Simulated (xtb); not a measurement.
CH5S, charge +1, singlet, at a GFN2-xTB geometry, atoms displaced at random by about 0.05 Å a coordinate; GFN1-xTB in xtb.

Here is a job for xtb.
```
$ xtb mol.xyz --gfn 1 --chrg 1 --opt crude --json

# file mol.xyz
7

C     -1.09812488    -0.08553956     0.33727482
S      0.52333398     0.07684699    -0.30291252
H     -1.70718897     0.64903400    -0.20834335
H     -1.33779969    -1.10372848     0.09325569
H     -1.14966838    -0.03016693     1.40239882
H      0.83190297     1.25120440     0.31171695
H      1.29013046    -0.60419015     0.63974426
```

Problem. Write the output that xtb gives for this input, abridged.

Solution. 
```
   ID    Z sym.   atoms
    1    6 C      1
    2   16 S      2
    3    1 H      3-7

           -------------------------------------------------
          |                Calculation Setup                |
           -------------------------------------------------

           -------------------------------------------------
          |                 G F N 1 - x T B                 |
           -------------------------------------------------

          ...................................................
          :                      SETUP                      :
          :.................................................:
          :  # basis functions                  24          :
          :  # atomic orbitals                  23          :
          :  # shells                           15          :
          :  # electrons                        14          :
          :  # halogen bonds                     0          :
          :  max. iterations                   250          :
          :  Hamiltonian                  GFN1-xTB          :
          :  restarted?                      false          :
          :  GBSA solvation                  false          :
          :  PC potential                    false          :
          :  electronic temp.          300.0000000     K    :
          :  accuracy                    1.0000000          :
          :  -> integral cutoff          0.2500000E+02      :
          :  -> integral neglect         0.1000000E-07      :
          :  -> SCF convergence          0.1000000E-05 Eh   :
          :  -> wf. convergence          0.2000000E-04 e    :
          :  Broyden damping             0.4000000          :
          :  net charge                          1          :
          :  unpaired electrons                  0          :
          ...................................................

 iter      E             dE          RMSdq      gap      omega  full diag
   1     -8.0801892 -0.808019E+01  0.531E+00    7.49       0.0  T
   2     -8.0833563 -0.316717E-02  0.315E+00    7.14       1.0  T
   3     -8.0836463 -0.289935E-03  0.413E-01    7.02       1.0  T
   4     -8.0839826 -0.336336E-03  0.147E-01    6.95       1.0  T
   5     -8.0840180 -0.354294E-04  0.103E-02    6.99       3.7  T
   6     -8.0840184 -0.390463E-06  0.370E-03    7.00      10.2  T
   7     -8.0840185 -0.286609E-07  0.290E-04    7.00     130.4  T
   8     -8.0840185 -0.222760E-09  0.415E-05    7.00     909.9  T
   9     -8.0840185 -0.427214E-11  0.976E-06    7.00    3872.3  T

   *** convergence criteria satisfied after 9 iterations ***

         :::::::::::::::::::::::::::::::::::::::::::::::::::::
         ::                     SUMMARY                     ::
         :::::::::::::::::::::::::::::::::::::::::::::::::::::
         :: total energy              -8.006065858217 Eh    ::
         :: gradient norm              0.070502116550 Eh/a0 ::
         :: HOMO-LUMO gap              6.996761482112 eV    ::
         ::.................................................::
         :: SCC energy                -8.084018452491 Eh    ::
         :: -> electrostatic           0.136747053481 Eh    ::
         :: repulsion energy           0.079429753790 Eh    ::
         :: dispersion energy         -0.001477159515 Eh    ::
         :: halogen bond corr.         0.000000000000 Eh    ::
         :: add. restraining           0.000000000000 Eh    ::
         :: total charge               1.000000000000 e     ::
         :::::::::::::::::::::::::::::::::::::::::::::::::::::

      -----------------------------------------------------------
     |                   =====================                   |
     |                        A N C O P T                        |
     |                   =====================                   |
     |               Approximate Normal Coordinate               |
     |                Rational Function Optimizer                |
[...]
 * total energy  :    -8.0060659 Eh     change       -0.2362555E-12 Eh
 * total energy  :    -8.0126838 Eh     change       -0.6617941E-02 Eh
 * total energy  :    -8.0135823 Eh     change       -0.8984909E-03 Eh
 * total energy  :    -8.0137470 Eh     change       -0.1647013E-03 Eh
   *** GEOMETRY OPTIMIZATION CONVERGED AFTER 4 ITERATIONS ***
         :: total energy              -8.013746991007 Eh    ::
[...]
         :: halogen bond corr.         0.000000000000 Eh    ::
         :: add. restraining           0.000000000000 Eh    ::
         :: total charge               1.000000000000 e     ::
         :::::::::::::::::::::::::::::::::::::::::::::::::::::

           -------------------------------------------------
          |                Property Printout                |
           -------------------------------------------------

    * Orbital Energies and Occupations

         #    Occupation            Energy/Eh            Energy/eV
      -------------------------------------------------------------
         1        2.0000           -1.2115853             -32.9689
         2        2.0000           -0.8875285             -24.1509
         3        2.0000           -0.8495790             -23.1182
         4        2.0000           -0.8289557             -22.5570
         5        2.0000           -0.7832455             -21.3132
         6        2.0000           -0.7547538             -20.5379
         7        2.0000           -0.7498446             -20.4043 (HOMO)
         8                         -0.4923987             -13.3989 (LUMO)
         9                         -0.4726331             -12.8610
        10                         -0.4166563             -11.3378
        11                         -0.3772685             -10.2660
        12                         -0.3713646             -10.1053
        13                         -0.3684998             -10.0274
        14                         -0.3456786              -9.4064
        15                         -0.3434209              -9.3450
        16                         -0.2888265              -7.8594
        17                         -0.2810092              -7.6466
        18                         -0.2116027              -5.7580
       ...                                ...                  ...
        23                          0.2564044               6.9771
      -------------------------------------------------------------
                  HL-Gap            0.2574459 Eh            7.0055 eV
             Fermi-level           -0.6211216 Eh          -16.9016 eV

  Mulliken/CM5 charges         n(s)   n(p)   n(d)
     1C     0.01793 -0.11817   1.030  2.952  0.000
     2S     0.09991 -0.06116   1.919  3.968  0.014
     3H     0.11649  0.16965   0.884  0.000  0.000
     4H     0.11714  0.17016   0.883  0.000  0.000
     5H     0.10094  0.15320   0.899  0.000  0.000
     6H     0.27369  0.34309   0.726  0.000  0.000
     7H     0.27390  0.34323   0.726  0.000  0.000

Wiberg/Mayer (AO) data.
largest (>0.10) Wiberg bond orders for each atom

 ---------------------------------------------------------------------------
     #   Z sym  total        # sym  WBO       # sym  WBO       # sym  WBO
 ---------------------------------------------------------------------------
     1   6 C    3.869 --     5 H    0.980     3 H    0.971     4 H    0.971
                             2 S    0.930
     2  16 S    2.757 --     1 C    0.930     6 H    0.906     7 H    0.905
     3   1 H    0.987 --     1 C    0.971
     4   1 H    0.986 --     1 C    0.971
     5   1 H    0.989 --     1 C    0.980
     6   1 H    0.928 --     2 S    0.906
     7   1 H    0.928 --     2 S    0.905
 ---------------------------------------------------------------------------

Topologies differ in total number of bonds
Writing topology from bond orders to xtbtopo.mol

 dipole moment from electron density (au)
     X       Y       Z
   0.4236   0.2930   0.7460  total (Debye):    2.304

optimized geometry written to: xtbopt.xyz

           -------------------------------------------------
          | TOTAL ENERGY               -8.013746991007 Eh   |
          | GRADIENT NORM               0.004688100210 Eh/α |
          | HOMO-LUMO GAP               7.005458906923 eV   |
           -------------------------------------------------

normal termination of xtb
```
